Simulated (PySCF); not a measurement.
Cost of one run: excited-state job, `Fc1cccc2occc12`.

Method: TDDFT PBE0/def2-SVPD, vertical, gas phase, core orbitals frozen in the response (PySCF 2.14.0, density-fitted response routines). Geometry: GFN2-xTB. Work: 8 singlets by full TDDFT, 3 Tamm–Dancoff triplets, polarisability, density fitting. A driver script takes a list of jobs; this job's settings line and coordinates (Å) are shown.

Command:
```bash
OMP_NUM_THREADS=1 python probes_run.py task.json out
```

Input:
```
{"job": {"kind": "uv", "xc": "PBE0", "basis": "def2-SVPD", "nstates": 8, "ntriplets": 3}, "charge": 0, "multiplicity": 1}
F     -0.461121     2.697424     0.125162
C     -0.606901     1.358206     0.063118
C     -1.865893     0.804322     0.039770
C     -2.023315    -0.581049    -0.023765
C     -0.939477    -1.433758    -0.065398
C      0.322642    -0.857819    -0.042043
O      1.517267    -1.485733    -0.074634
C      2.463818    -0.519473    -0.031746
C      1.933944     0.723970     0.028058
C      0.518256     0.537956     0.022903
H     -2.727561     1.451936     0.070648
H     -3.021790    -0.988381    -0.040119
H     -1.056912    -2.503696    -0.114346
H      3.483722    -0.851219    -0.050259
H      2.458907     1.655304     0.070739
```

Hardware: one thread, Intel Xeon Platinum 8259CL at 2.50 GHz (x86_64), no GPU, shared host with 96 logical CPUs at a one-minute load of 68. PySCF's memory limit was set to 1040 MB.

The basis has 246 functions.

Task: How long does the run take?

Result: About 86 s. The SCF took 14 cycles.

Task: Estimate the peak memory.

Result: About 1.0 GiB. Peak memory is the resident size of the whole Python process, interpreter and libraries included.

Task: At this speed, how long would 20000 such jobs take on 96 cores, one job a core?

Result: 20000/96 gives 209 rounds of 86 s, about 5.0 h of wall time and 480 core-hours, if the jobs don't slow each other.

Times come from a shared host and carry two figures at best.

The run converged: HOMO -6.66 eV, LUMO -0.83 eV; lowest singlet 5.13 eV; lowest triplet 3.56 eV (Tamm–Dancoff); mean polarisability 91.8 au.
